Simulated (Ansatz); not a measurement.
Consider the formal exchange of groups at the Al–Si bond: `C=C[SiH2][AlH2]` + `CC[TeH]` → `[AlH2][CH2]C[TeH]` + `C=C[SiH3]`.

Calculated with Ansatz (gas phase, PBE0-D4/def2-TZVP geometries, no zero-point term in ΔE). CCSD(T)/CBS adds triple-zeta CCSD(T) − MP2 to the extrapolated MP2 energy (def2 sets, frozen cores). DFT in def2-TZVPP. Elements past krypton have def2 core potentials. For Te outer-core shells are correlated without core-valence functions, which leaves a few kJ/mol of doubt a bond. Each species was taken in one conformer, which may not be the lowest.

`C=C[SiH2][AlH2]`:

```xyz
11

C     0.362   -2.140    0.390
C    -0.097   -0.953    0.778
Si    0.638    0.675    0.234
Al   -0.959    1.976   -1.113
H     1.233   -2.235   -0.253
H    -0.107   -3.070    0.701
H    -0.976   -0.930    1.422
H     1.902    0.387   -0.505
H     1.003    1.481    1.441
H    -2.508    1.940   -0.752
H    -0.490    2.870   -2.342
```

`CC[TeH]`:

Z-matrix (Å, degrees):
```
C
C 1 1.514
H 1 1.094 2 110.3
H 1 1.093 2 111.6 3 119.5
H 1 1.093 2 111.6 3 -119.6
Te 2 2.158 1 109.9 3 -180.0
H 2 1.089 1 111.7 3 -61.2
H 2 1.089 1 111.7 3 61.3
H 6 1.658 2 94.0 1 -179.8
```

`[AlH2][CH2]C[TeH]`:

Z-matrix (Å, degrees):
```
C
C 1 1.515
Al 1 1.966 2 114.8
H 1 1.099 2 111.0 3 -122.0
H 1 1.099 2 111.0 3 122.0
Te 2 2.168 1 110.5 3 180.0
H 2 1.089 1 112.2 3 61.1
H 2 1.089 1 112.2 3 -61.1
H 3 1.589 1 120.0 2 -0.0
H 3 1.588 1 119.5 2 180.0
H 6 1.660 2 95.0 1 -179.9
```

`C=C[SiH3]`:

```xyz
9

C    -0.440   -1.465   -0.212
C     0.436   -0.473   -0.346
Si    0.131    1.245    0.297
H    -1.394   -1.321    0.287
H    -0.247   -2.464   -0.594
H     1.374   -0.683   -0.857
H     1.173    1.632    1.287
H    -1.205    1.288    0.948
H     0.172    2.240   -0.809
```

Question: Is it downhill or uphill in electronic energy at CCSD(T)/CBS, and by how much? (Best estimate.)

Answer: The calculation gave: Uphill: ΔE = +0.10 eV.

Question: What do these levels give: B2PLYP, PBE, LC-ωPBE, HF/def2-SVP, HF/def2-QZVPP, MP2/CBS(def2)? (Best estimate.)

Answer: Computed: B2PLYP 0.09, PBE 0.22, LC-ωPBE 0.15, HF/def2-SVP 0.10, HF/def2-QZVPP 0.09, MP2/CBS(def2) 0.02 eV.

Largest T1 diagnostic among the species: 0.012.

Leaving LDA and LC-ωPBE aside and taking each functional with its dispersion term where it has one, the values, not all of them listed here, spread over 0.17 eV, from ωB97M-V to PBE-D4. LDA lies −0.05 eV from PBE without D4.
